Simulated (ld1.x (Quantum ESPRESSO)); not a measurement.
# An all-electron radial function and its pseudo partner (Hf (Z = 72))

Columns: radius, all-electron u(r) and pseudo u(r) of the 5d shell (level -2.32 eV) of hafnium in the configuration [Kr] 4d10 4f14 5s2 5p6 5d2.5 6s1.5 6p0; PBEsol, scalar-relativistic, TM scheme, ld1.x (Quantum ESPRESSO) 7.5.

| r (bohr) | all-electron | pseudo |
| --- | --- | --- |
| 0.155 | 0.1421 | 0.0025 |
| 0.310 | -0.1928 | 0.0194 |
| 0.465 | -0.2422 | 0.0610 |
| 0.620 | -0.0661 | 0.1312 |
| 0.775 | 0.1505 | 0.2259 |
| 0.930 | 0.3335 | 0.3343 |
| 1.085 | 0.4670 | 0.4420 |
| 1.240 | 0.5555 | 0.5353 |
| 1.395 | 0.6083 | 0.6046 |
| 1.550 | 0.6348 | 0.6464 |
| 1.705 | 0.6427 | 0.6627 |
| 1.860 | 0.6377 | 0.6588 |
| 2.015 | 0.6243 | 0.6416 |
| 2.170 | 0.6055 | 0.6171 |
| 2.325 | 0.5835 | 0.5898 |
| 2.480 | 0.5597 | 0.5623 |
| 2.635 | 0.5350 | 0.5358 |
| 2.790 | 0.5101 | 0.5102 |
| 2.945 | 0.4853 | 0.4853 |
| 3.100 | 0.4609 | 0.4609 |
| 3.255 | 0.4370 | 0.4370 |
| 3.410 | 0.4138 | 0.4138 |
| 3.565 | 0.3913 | 0.3913 |
| 3.720 | 0.3696 | 0.3696 |
| 3.875 | 0.3487 | 0.3487 |
| 4.030 | 0.3287 | 0.3287 |

Problem. How many radial nodes do the two functions have?

Solution. The all-electron 5d function has n − l − 1 = 2; the pseudo-wave has 0, since the states of the same l below it are removed with the core.

Problem. At about which radius was the pseudo-wave matched?

Solution. 3.10 bohr. The columns agree to 0.0005 from 2.79 bohr on; several derivatives are matched, so the curves merge somewhat inside the radius.

Problem. Where does each function peak?

Solution. Outermost all-electron maximum near 1.71 bohr, pseudo maximum near 1.71 bohr (to the table’s step).

Problem. Is the pseudo-wave norm-conserving?

Solution. Yes: the TM scheme keeps the norm inside the radius equal to the all-electron one, which fixes the energy derivative of the logarithmic derivative at the level.
